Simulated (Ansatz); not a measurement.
Ansatz (a program for electronic structure) input (B3LYP-D3(BJ)/def2-TZVP):

Ansatz 0.2 input:
```yaml
crystal:
  periodic: [false, false, false]
  atoms:
    - {symbol: Si, position_ang: [-0.20810172, 0.31219154, -0.03152661]}
    - {symbol: F, position_ang: [1.39692558, 0.28593291, -0.25836988]}
    - {symbol: H, position_ang: [-0.73596760, -0.57857354, -1.04311010]}
    - {symbol: H, position_ang: [-0.38483385, 0.00567228, 1.37206845]}
basis:
  gaussian:
    orbitals: def2-TZVP
hamiltonian:
  xc: b3lyp
  dispersion: d3bj
magnetization: {spin_polarized: true, initial_magnetization: 1}
relax: {f_tol: 0.002, max_steps: 150}
```

End of the output:

```
0.22 GiB of device memory are held for the factors and their scratch space
mean field: 0.30 GiB planned
mean field -10629.13189768 eV, -390.6133925552 hartree, gradient 8.6e-6 eV, S^2 0.751478; 0 other end points of the search recorded, 0 dependent functions left out
the calculation of the forces begins
reference -10629.13209188 eV, -390.6133996921 hartree; 13, 12 occupied and 67, 68 virtual orbitals, 505 factors
relax step   5: F+E_penalty+E_count = -10629.20541872 eV  Δ(F+E_penalty+E_count) = -1.676e-4 eV  max|allowed force component| = 1.907e-2 eV/Å  Δτ_max = 0.0024 Å  (23 SCF iters, accepted)
these checks for a lower state are left out or cut short: starts, cluster_reference, orbital_swaps, neighbouring_geometries, increment
integrals: 0.01 GiB planned
505 factors; their error is unknown
0.13 GiB of the device are held for the grids
0.22 GiB of device memory are held for the factors and their scratch space
mean field: 0.30 GiB planned
mean field -10629.13190800 eV, -390.6133929345 hartree, gradient 4.1e-5 eV, S^2 0.751479; 0 other end points of the search recorded, 0 dependent functions left out
the calculation of the forces begins
reference -10629.13210217 eV, -390.6134000702 hartree; 13, 12 occupied and 67, 68 virtual orbitals, 505 factors
relax step   6: F+E_penalty+E_count = -10629.20543001 eV  Δ(F+E_penalty+E_count) = -1.129e-5 eV  max|allowed force component| = 3.849e-4 eV/Å  Δτ_max = 0.0008 Å  (19 SCF iters, accepted)
integrals: 0.01 GiB planned
505 factors; their error is unknown
0.13 GiB of the device are held for the grids
0.22 GiB of device memory are held for the factors and their scratch space
mean field: 0.30 GiB planned
mean field -10629.13190800 eV, -390.6133929345 hartree, gradient 4.1e-5 eV, S^2 0.751479; 1 other end points of the search recorded, 0 dependent functions left out
the calculation of the forces begins
reference -10629.13210217 eV, -390.6134000702 hartree; 13, 12 occupied and 67, 68 virtual orbitals, 505 factors
Total energy: -10629.20562418 eV, -390.6161019542 hartree
Atom 0 at    -0.158621     0.355097    -0.049079 Å, force    -0.000083     0.000375    -0.000080 eV/Å
Atom 1 at     1.436324     0.306302    -0.269090 Å, force    -0.000385    -0.000224     0.000111 eV/Å
Atom 2 at    -0.776573    -0.603903    -1.002953 Å, force     0.000203    -0.000126    -0.000226 eV/Å
Atom 3 at    -0.433107    -0.032273     1.360184 Å, force     0.000264    -0.000025     0.000195 eV/Å
Dipole moment:    -0.260379     0.009257     0.035605 e Å
```

It need not be the lowest isomer of its formula.
